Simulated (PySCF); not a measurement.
Compound: C7H10OSi.
Structure used (PBE0-D3(BJ)/def2-SVP), in Å, numbered top down from 1:
```
atom  x, y, z in Å
Si1    2.991    0.525   -0.367
O2     1.331    0.377   -0.124
C3     0.618   -0.745   -0.330
C4     0.999   -1.981   -0.744
C5    -0.197   -2.819   -0.792
C6    -1.284   -2.105   -0.414
C7    -0.841   -0.735   -0.093
C8    -1.654    0.516   -0.381
C9    -1.428    0.112    1.024
H10    3.726   -0.420    0.523
H11    3.327    0.232   -1.791
H12    3.308    1.935   -0.023
H13    2.009   -2.305   -0.998
H14   -0.195   -3.868   -1.092
H15   -2.316   -2.450   -0.347
H16   -1.089    1.367   -0.769
H17   -2.640    0.363   -0.826
H18   -2.251   -0.332    1.589
H19   -0.705    0.682    1.614
```

All values: PBE0/def2-SVPD (PySCF, non-relativistic), on one gas-phase PBE0-D3(BJ)/def2-SVP geometry that isn't relaxed in the solvent. The solvent is an IEF-PCM continuum (Bondi radii, 1.10 Å for H, scaled by 1.2). Only the electrostatic response of the medium enters.

Gas phase at PBE0/def2-SVPD: HOMO -5.70 eV, LUMO -0.40 eV, dipole 0.78 D.

Question: What does the continuum do to the energy, the frontier levels and the dipole at PBE0/def2-SVPD in chloroform?

Answer: 
```
   solvent      ε  E(solvent) − E(gas) (kcal/mol)  polarisation term (kcal/mol)  distortion of the solute (kcal/mol)  HOMO (eV)  LUMO (eV)  dipole (D)
chloroform  4.711                           -2.40                         -2.63                                 0.23      -5.79      -0.46        0.99
```

The first energy column is the sum of the next two and covers electrostatics alone.

Question: Give the dipole vector in the frame of the coordinates (D, pointing from negative to positive charge), gas and chloroform.

Answer: Gas (0.22, 0.73, 0.17), solvent (0.21, 0.94, 0.23). Its length changes by +26 % and its direction by 4°.

Question: How does the static polarisability (PBE0/def2-SVPD, frozen core, with the continuum's full static response) change?

Answer: 
| medium | isotropic (au) | principal values (au) | ⟨r²⟩ of the electrons (bohr²) |
| --- | --- | --- | --- |
| gas | 109.2 | 82.1, 119.9, 125.5 | 1497.6 |
| chloroform | 136.9 | 103.9, 150.2, 156.7 | 1496.2 |

The isotropic value in chloroform is 1.25 times the gas-phase one; no cavity-field correction is applied. ⟨r²⟩ is taken about the centre of nuclear charge.

Cost: about 2.2 min of CPU time on one thread; the machine was shared, so the figure is rough. This is the whole response run at PBE0/def2-SVPD in chloroform, SCF included.
